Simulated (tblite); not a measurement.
A geometry optimisation, step by step.

C₇H₅NSi.
Numbering: `[CH:1]#[C:2]/[CH:3]=[C:4](\[C:5]#[CH:6])[SiH2:7][C:8]#[N:9]` (hydrogens: H10 on C1; H11 on C3; H12 on C6; H13, H14 on Si7)

Computed with GFN2-xTB (tblite), gas phase: L-BFGS steps from a force-field or distance-geometry start until the largest atomic force falls under 0.01 eV/Å. 13 of its 59 geometries are shown.

Step 0: E = -597.4677 eV, largest atomic force 2.064 eV/Å
```
atom  x, y, z in Å  |  force x, y, z in eV/Å
C1      3.149    1.078   -0.996   -0.083  -0.012   0.017
C2      2.212    0.340   -0.821   -0.169  -0.282   0.151
C3      1.134   -0.558   -0.597    0.299   0.544  -0.146
C4      0.032   -0.229    0.110    0.081   0.722   0.198
C5     -0.140    1.032    0.754    0.443  -0.709  -0.653
C6     -0.283    2.106    1.267   -0.097   0.839   0.411
Si7    -1.383   -1.409    0.382   -0.119  -1.200   0.662
C8     -2.970   -0.806   -0.407   -1.548   0.572  -0.798
N9     -3.959   -0.454   -0.906    1.757  -0.614   0.892
H10     3.952    1.745   -1.151   -0.192  -0.169   0.017
H11     1.219   -1.536   -1.065   -0.012   0.176   0.090
H12    -0.399    3.059    1.728    0.017  -0.546  -0.225
H13    -1.573   -1.631    1.857   -0.121   0.258  -0.577
H14    -0.991   -2.738   -0.179   -0.256   0.422  -0.041
```

Step 5: E = -597.5659 eV, largest atomic force 0.294 eV/Å
```
atom  x, y, z in Å  |  force x, y, z in eV/Å
C1      3.142    1.076   -0.994   -0.153  -0.088   0.036
C2      2.212    0.333   -0.814    0.035   0.079   0.042
C3      1.131   -0.537   -0.600   -0.120   0.026   0.035
C4      0.028   -0.217    0.114   -0.018  -0.053  -0.040
C5     -0.116    1.039    0.734    0.059   0.219  -0.020
C6     -0.282    2.106    1.267    0.042  -0.233  -0.118
Si7    -1.382   -1.447    0.404    0.093   0.090  -0.064
C8     -2.960   -0.811   -0.402    0.039  -0.059   0.033
N9     -3.936   -0.460   -0.894    0.260  -0.061   0.124
H10     3.941    1.735   -1.150    0.052   0.013  -0.019
H11     1.217   -1.517   -1.056   -0.015   0.037   0.009
H12    -0.401    3.041    1.723   -0.024   0.049   0.044
H13    -1.588   -1.615    1.837   -0.175   0.081   0.127
H14    -1.006   -2.725   -0.191   -0.074  -0.101  -0.190
```

Step 10: E = -597.5880 eV, largest atomic force 0.300 eV/Å
```
atom  x, y, z in Å  |  force x, y, z in eV/Å
C1      3.132    1.077   -0.991    0.227   0.192  -0.041
C2      2.204    0.340   -0.802   -0.207  -0.152  -0.001
C3      1.123   -0.533   -0.602    0.041   0.011  -0.002
C4      0.024   -0.212    0.111    0.016  -0.041  -0.008
C5     -0.102    1.052    0.715   -0.035  -0.141  -0.061
C6     -0.280    2.104    1.265   -0.025   0.166   0.071
Si7    -1.364   -1.458    0.411    0.019  -0.062   0.065
C8     -2.933   -0.828   -0.388    0.063  -0.015   0.021
N9     -3.902   -0.465   -0.878   -0.004   0.017  -0.004
H10     3.941    1.727   -1.152   -0.034  -0.034   0.014
H11     1.214   -1.512   -1.056    0.010  -0.023  -0.020
H12    -0.404    3.038    1.725    0.003   0.030   0.015
H13    -1.625   -1.594    1.847   -0.042   0.022  -0.026
H14    -1.027   -2.735   -0.229   -0.030   0.030  -0.025
```

Step 14: E = -597.5906 eV, largest atomic force 0.089 eV/Å
```
atom  x, y, z in Å  |  force x, y, z in eV/Å
C1      3.132    1.080   -0.990   -0.065  -0.049   0.009
C2      2.200    0.342   -0.807    0.063   0.041  -0.047
C3      1.124   -0.535   -0.603   -0.030   0.010   0.008
C4      0.024   -0.215    0.112    0.021   0.004   0.020
C5     -0.109    1.052    0.712   -0.034   0.035   0.045
C6     -0.280    2.107    1.264    0.007  -0.058  -0.041
Si7    -1.358   -1.467    0.419   -0.005   0.018  -0.013
C8     -2.923   -0.832   -0.383   -0.002   0.014  -0.005
N9     -3.891   -0.465   -0.873    0.022   0.007   0.006
H10     3.942    1.726   -1.151    0.015   0.017   0.005
H11     1.215   -1.514   -1.058    0.014   0.009   0.007
H12    -0.404    3.041    1.728    0.007  -0.024  -0.019
H13    -1.639   -1.587    1.849   -0.016  -0.011   0.025
H14    -1.035   -2.734   -0.241    0.000  -0.013  -0.001
```

Step 19: E = -597.5914 eV, largest atomic force 0.033 eV/Å
```
atom  x, y, z in Å  |  force x, y, z in eV/Å
C1      3.132    1.082   -0.991    0.013   0.016  -0.010
C2      2.200    0.343   -0.816   -0.023   0.007   0.010
C3      1.124   -0.533   -0.604    0.008  -0.006  -0.007
C4      0.027   -0.218    0.117   -0.013  -0.025  -0.001
C5     -0.115    1.048    0.717    0.024  -0.021  -0.009
C6     -0.280    2.107    1.260   -0.005   0.012   0.009
Si7    -1.357   -1.468    0.422   -0.009  -0.018   0.009
C8     -2.919   -0.829   -0.383    0.009   0.008   0.003
N9     -3.886   -0.461   -0.873    0.008   0.014  -0.003
H10     3.943    1.728   -1.149    0.002   0.004   0.000
H11     1.218   -1.512   -1.057   -0.003  -0.005   0.000
H12    -0.403    3.039    1.724   -0.007   0.019  -0.001
H13    -1.646   -1.589    1.852   -0.002  -0.009  -0.013
H14    -1.037   -2.735   -0.242   -0.002   0.004   0.014
```

Step 24: E = -597.5919 eV, largest atomic force 0.023 eV/Å
```
atom  x, y, z in Å  |  force x, y, z in eV/Å
C1      3.130    1.085   -0.995   -0.013   0.000   0.004
C2      2.194    0.351   -0.820    0.002  -0.018   0.009
C3      1.123   -0.532   -0.606    0.001  -0.004   0.011
C4      0.028   -0.225    0.121    0.011   0.015   0.006
C5     -0.111    1.042    0.721   -0.013   0.008  -0.002
C6     -0.282    2.104    1.258    0.003  -0.002   0.004
Si7    -1.358   -1.473    0.426    0.013   0.010  -0.002
C8     -2.913   -0.822   -0.382   -0.001  -0.003  -0.002
N9     -3.878   -0.450   -0.875    0.009   0.018  -0.003
H10     3.943    1.731   -1.147   -0.020  -0.005  -0.006
H11     1.220   -1.513   -1.056    0.011   0.008  -0.018
H12    -0.404    3.039    1.716   -0.002  -0.008  -0.010
H13    -1.654   -1.596    1.854    0.001  -0.008   0.004
H14    -1.039   -2.740   -0.238   -0.002  -0.012   0.004
```

Step 29: E = -597.5926 eV, largest atomic force 0.027 eV/Å
```
atom  x, y, z in Å  |  force x, y, z in eV/Å
C1      3.122    1.090   -0.999    0.005   0.003   0.011
C2      2.189    0.353   -0.819    0.017  -0.008   0.005
C3      1.123   -0.535   -0.604    0.001   0.001  -0.006
C4      0.031   -0.232    0.129   -0.009  -0.010  -0.011
C5     -0.111    1.036    0.724   -0.001  -0.008   0.004
C6     -0.283    2.100    1.257    0.000   0.002  -0.008
Si7    -1.356   -1.479    0.431   -0.008  -0.014   0.003
C8     -2.904   -0.815   -0.382    0.005   0.006  -0.005
N9     -3.860   -0.425   -0.878    0.008   0.009  -0.001
H10     3.935    1.734   -1.149   -0.005   0.017  -0.014
H11     1.227   -1.510   -1.064   -0.023  -0.007   0.013
H12    -0.409    3.040    1.704   -0.004   0.005   0.007
H13    -1.663   -1.609    1.856    0.008   0.005   0.007
H14    -1.043   -2.749   -0.229    0.004  -0.001  -0.005
```

Step 34: E = -597.5932 eV, largest atomic force 0.020 eV/Å
```
atom  x, y, z in Å  |  force x, y, z in eV/Å
C1      3.117    1.095   -0.996   -0.004  -0.006  -0.003
C2      2.191    0.349   -0.815   -0.015   0.007  -0.008
C3      1.124   -0.538   -0.603    0.000  -0.010   0.017
C4      0.031   -0.239    0.132    0.005   0.008   0.009
C5     -0.112    1.030    0.729   -0.002   0.003  -0.001
C6     -0.284    2.098    1.253   -0.005  -0.005  -0.005
Si7    -1.356   -1.487    0.435    0.008   0.012  -0.008
C8     -2.894   -0.806   -0.383   -0.002   0.002   0.004
N9     -3.842   -0.400   -0.881    0.013   0.002  -0.001
H10     3.924    1.745   -1.157   -0.008   0.003   0.003
H11     1.223   -1.512   -1.066   -0.002  -0.011   0.007
H12    -0.414    3.040    1.696    0.004  -0.017  -0.001
H13    -1.665   -1.617    1.861    0.011   0.008  -0.012
H14    -1.044   -2.758   -0.224   -0.001   0.005  -0.003
```

Step 39: E = -597.5935 eV, largest atomic force 0.022 eV/Å
```
atom  x, y, z in Å  |  force x, y, z in eV/Å
C1      3.112    1.096   -0.997   -0.009   0.001  -0.007
C2      2.187    0.349   -0.816    0.007  -0.009  -0.001
C3      1.125   -0.542   -0.599   -0.004  -0.001  -0.013
C4      0.033   -0.243    0.136    0.000  -0.005  -0.001
C5     -0.113    1.025    0.730    0.006   0.006  -0.002
C6     -0.286    2.095    1.249   -0.003   0.000   0.007
Si7    -1.354   -1.490    0.436   -0.008  -0.007   0.002
C8     -2.887   -0.801   -0.382    0.001   0.006  -0.004
N9     -3.828   -0.383   -0.885   -0.004   0.003  -0.004
H10     3.914    1.752   -1.160   -0.006   0.001   0.003
H11     1.220   -1.516   -1.063    0.018  -0.008   0.010
H12    -0.416    3.037    1.692   -0.004   0.010   0.008
H13    -1.663   -1.619    1.861    0.004   0.003   0.011
H14    -1.046   -2.761   -0.223    0.002  -0.001  -0.009
```

Step 44: E = -597.5938 eV, largest atomic force 0.014 eV/Å
```
atom  x, y, z in Å  |  force x, y, z in eV/Å
C1      3.104    1.098   -1.000   -0.001   0.009  -0.004
C2      2.185    0.344   -0.818    0.001  -0.001  -0.003
C3      1.125   -0.548   -0.598    0.007  -0.004   0.012
C4      0.035   -0.247    0.139   -0.004   0.007  -0.011
C5     -0.112    1.024    0.730   -0.001  -0.003  -0.004
C6     -0.290    2.093    1.249    0.006  -0.007   0.004
Si7    -1.354   -1.493    0.437    0.002   0.009   0.005
C8     -2.881   -0.793   -0.384   -0.001  -0.001  -0.001
N9     -3.816   -0.367   -0.890    0.002  -0.001   0.001
H10     3.902    1.759   -1.162    0.005   0.003  -0.003
H11     1.225   -1.525   -1.055    0.001  -0.003   0.005
H12    -0.419    3.035    1.692   -0.003  -0.012  -0.005
H13    -1.658   -1.618    1.863   -0.006  -0.007   0.000
H14    -1.047   -2.763   -0.226   -0.007   0.009   0.003
```

Step 48: E = -597.5939 eV, largest atomic force 0.019 eV/Å
```
atom  x, y, z in Å  |  force x, y, z in eV/Å
C1      3.100    1.101   -1.003    0.001   0.000   0.003
C2      2.185    0.342   -0.819    0.008   0.003   0.007
C3      1.127   -0.552   -0.596    0.009   0.004  -0.012
C4      0.035   -0.248    0.138    0.012  -0.015   0.003
C5     -0.111    1.022    0.728   -0.002  -0.002  -0.011
C6     -0.290    2.090    1.250    0.000   0.001  -0.001
Si7    -1.354   -1.492    0.439   -0.004  -0.002  -0.002
C8     -2.878   -0.789   -0.384   -0.001   0.002   0.005
N9     -3.810   -0.359   -0.891   -0.005   0.000  -0.003
H10     3.897    1.763   -1.163   -0.005   0.000  -0.007
H11     1.228   -1.530   -1.050   -0.001   0.001   0.008
H12    -0.422    3.033    1.690   -0.002   0.008   0.010
H13    -1.658   -1.620    1.865   -0.005  -0.002  -0.002
H14    -1.049   -2.762   -0.226   -0.004   0.003   0.003
```

Step 53: E = -597.5940 eV, largest atomic force 0.013 eV/Å
```
atom  x, y, z in Å  |  force x, y, z in eV/Å
C1      3.097    1.104   -1.005    0.006  -0.001   0.000
C2      2.187    0.341   -0.819   -0.003  -0.002  -0.003
C3      1.129   -0.555   -0.595    0.001  -0.003   0.013
C4      0.038   -0.251    0.139   -0.006   0.007  -0.003
C5     -0.111    1.021    0.725    0.005  -0.001   0.006
C6     -0.290    2.088    1.250   -0.003   0.002  -0.003
Si7    -1.354   -1.492    0.440    0.002  -0.001  -0.001
C8     -2.877   -0.785   -0.384   -0.001   0.004   0.001
N9     -3.807   -0.353   -0.894   -0.004  -0.001   0.001
H10     3.892    1.768   -1.168   -0.001   0.004  -0.005
H11     1.232   -1.535   -1.044    0.009   0.002  -0.002
H12    -0.424    3.030    1.692    0.001  -0.005   0.000
H13    -1.659   -1.622    1.866   -0.004   0.001  -0.003
H14    -1.053   -2.761   -0.226   -0.002  -0.006  -0.002
```

Step 58: E = -597.5941 eV, largest atomic force 0.008 eV/Å
```
atom  x, y, z in Å  |  force x, y, z in eV/Å
C1      3.097    1.105   -1.006   -0.002  -0.002  -0.004
C2      2.188    0.340   -0.818    0.003   0.003   0.007
C3      1.133   -0.557   -0.591    0.001   0.002  -0.004
C4      0.039   -0.252    0.138    0.003  -0.004   0.001
C5     -0.110    1.021    0.724   -0.003  -0.003   0.004
C6     -0.291    2.087    1.249   -0.001  -0.002   0.001
Si7    -1.355   -1.491    0.440   -0.002   0.000  -0.004
C8     -2.876   -0.781   -0.382    0.002  -0.004  -0.006
N9     -3.806   -0.350   -0.894    0.000   0.001   0.006
H10     3.888    1.773   -1.173   -0.002  -0.002  -0.002
H11     1.238   -1.537   -1.040    0.001   0.000   0.004
H12    -0.426    3.027    1.694    0.000   0.004  -0.001
H13    -1.663   -1.623    1.865    0.000   0.003  -0.002
H14    -1.057   -2.761   -0.227   -0.002   0.002   0.000
```

Question: Summarise the path.

Answer: The energy falls by 12.20 kJ/mol from step 0 to step 58; nine tenths of that is first reached at step 8. It rises by more than 0.2 meV at steps 1 and 3. The largest force goes from 2.064 to 0.008 eV/Å. Among the bonds Si7–H13 changes most, from 1.504 to 1.464 Å; the atoms move by 0.079 Å rms after alignment.

What follows is the cost of the whole relaxation. Hardware: Arm Neoverse N1, one thread, no GPU (shared host). Cost: 0.67 s.
